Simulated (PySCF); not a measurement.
## Level sweep

Compound: C3H8OSi.
InChI=1S/C3H8OSi/c1-2-3-4-5/h2-3H,1,5H3/b3-2+

PySCF, dipoles from the SCF density, polarisabilities from static response with core orbitals frozen. One conformer (not necessarily the lowest) at the PBE0-D3(BJ)/def2-SVP geometry, without solvent, vibrations or thermal averaging.

Task: How do dipole and polarisability depend on functional and basis here?

Result: 

| level | μ (D) | α (Å³) | anisotropy (Å³) |
| --- | --- | --- | --- |
| LDA/def2-SVPD | 0.774 | 10.98 | 5.02 |
| PBE/def2-SVPD | 0.700 | 10.77 | 4.94 |
| B3LYP/def2-SVPD | 0.755 | 10.40 | 4.50 |
| PBE0/def2-SVPD | 0.755 | 10.32 | 4.46 |
| BHandHLYP/def2-SVPD | 0.808 | 9.98 | 4.09 |
| CAM-B3LYP/def2-SVPD | 0.800 | 10.23 | 4.27 |
| wB97X-D/def2-SVPD | 0.776 | 10.24 | 4.22 |
| LC-wPBE/def2-SVPD | 0.804 | 10.01 | 4.10 |
| HF/def2-SVPD | 0.818 | 9.59 | 3.66 |
| PBE0/6-31G* | 0.775 | 8.26 | 4.57 |
| PBE0/6-31+G* | 0.844 | 9.41 | 4.13 |
| PBE0/def2-SVP | 0.767 | 8.85 | 4.50 |
| PBE0/aug-cc-pVDZ | 0.713 | 10.55 | 4.51 |
| PBE0/def2-TZVP | 0.690 | 9.91 | 4.55 |
| PBE0/def2-TZVPD | 0.717 | 10.48 | 4.51 |

The anisotropy is √(½[(α1 − α2)² + (α2 − α3)² + (α3 − α1)²]). The dipole runs from 0.69 D (PBE0/def2-TZVP) to 0.84 D (PBE0/6-31+G*). No reference polarisability is at hand; against PBE0 in the largest diffuse basis at hand (def2-TZVPD) the other PBE0 rows deviate by 6-31G* -21%, 6-31+G* -10%, def2-SVP -16%, def2-SVPD -2%, aug-cc-pVDZ +1%, def2-TZVP -5%. In one basis (def2-SVPD) the functionals order the polarisability from HF (lowest) to LDA (highest), a spread of 15%. With PBE0 the polarisability is 9.01 Å³ without diffuse functions (mean of 6-31G*, def2-SVP and def2-TZVP) and 10.19 Å³ with them (mean of 6-31+G*, def2-SVPD, aug-cc-pVDZ and def2-TZVPD).
